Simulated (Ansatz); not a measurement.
Geometry optimisation, RKS LDA/6-31G* in Ansatz.

Input:

```yaml
crystal:
  periodic: [false, false, false]
  atoms:
    - { symbol: Si, position_ang: [-0.811, -0.2646, 0.5224] }
    - { symbol: O, position_ang: [0.232, -1.8776, -0.2387] }
    - { symbol: H, position_ang: [-1.8837, 0.739, 0.3272] }
    - { symbol: H, position_ang: [-1.5774, -1.2707, 1.2792] }
    - { symbol: C, position_ang: [0.539, 0.4383, 1.6581] }
    - { symbol: H, position_ang: [0.5107, -0.9774, -1.1049] }
    - { symbol: Si, position_ang: [-0.0334, 0.6853, -1.7694] }
    - { symbol: H, position_ang: [0.6924, -2.5951, 0.2142] }
    - { symbol: H, position_ang: [0.1138, 1.192, 2.312] }
    - { symbol: H, position_ang: [0.959, -0.3381, 2.2894] }
    - { symbol: H, position_ang: [1.3566, 0.9001, 1.1129] }
    - { symbol: H, position_ang: [0.9032, 0.512, -2.9001] }
    - { symbol: H, position_ang: [-1.3349, 0.837, -2.4304] }
    - { symbol: H, position_ang: [0.3336, 2.0199, -1.272] }
basis:
  gaussian: { orbitals: "6-31G*" }
hamiltonian:
  xc: lda
relax:
  f_tol: 0.15
  max_steps: 25
  restrain:
    - { distance: [0, 6], at: 2.22, k: 30.0 }
    - { distance: [5, 1], at: 0.97, k: 30.0 }
    - { distance: [0, 1], at: 3.07, k: 30.0 }
    - { distance: [5, 6], at: 2.72, k: 30.0 }
```

Launched with:

```bash
$ ansatz run input.yaml --threads 2 --pin off --max-ram 3072MiB --backend cpu --events-out ev --progress --plain --runs-dir out
```

**Question.** Where does it end, and by what steps?

**Answer.** The run converged. The restraints hold the end off the free minimum. After 19 steps the energy has fallen by 1.774 eV (the restraints' own energy left out); H12 moved furthest, 1.08 Å. Joined: O2–H6 (1.28 → 0.98 Å).

```csv
step,energy less start (eV),largest force component (eV/Å),accepted
0,0.0000,2.877,yes
1,0.1955,3.464,yes
2,0.3367,4.603,yes
3,-0.0716,4.084,yes
4,-0.8557,2.068,yes
5,-1.3093,0.971,yes
6,-1.5024,0.995,yes
7,-1.5972,0.908,yes
8,-1.6605,0.955,yes
9,-1.7056,0.907,yes
10,-1.7158,0.900,yes
11,-1.7033,1.160,no
12,-1.7323,0.885,yes
13,-1.7445,0.893,yes
14,-1.7462,0.956,yes
15,-1.7508,0.923,yes
16,-1.7558,0.923,yes
17,-1.7650,0.913,yes
18,-1.7286,0.968,no
19,-1.7744,0.912,yes
```

```xyz
14
Properties=species:S:1:pos:R:3
Si -0.994 0.440 0.500
O 0.630 -2.072 -0.194
H -1.914 1.603 0.794
H -1.824 -0.806 0.600
C 0.451 0.428 1.689
H 0.906 -1.545 -0.969
Si -0.354 0.774 -1.633
H 1.395 -2.644 0.007
H 0.105 0.358 2.735
H 1.049 -0.466 1.440
H 1.071 1.336 1.586
H 0.669 -0.221 -2.142
H -1.497 0.702 -2.607
H 0.311 2.113 -1.806
```

The run took 18 s on 2 threads of INTEL(R) XEON(R) PLATINUM 8581C CPU @ 2.10GHz (Emerald Rapids) (shared host), peak memory 0.15 GiB.
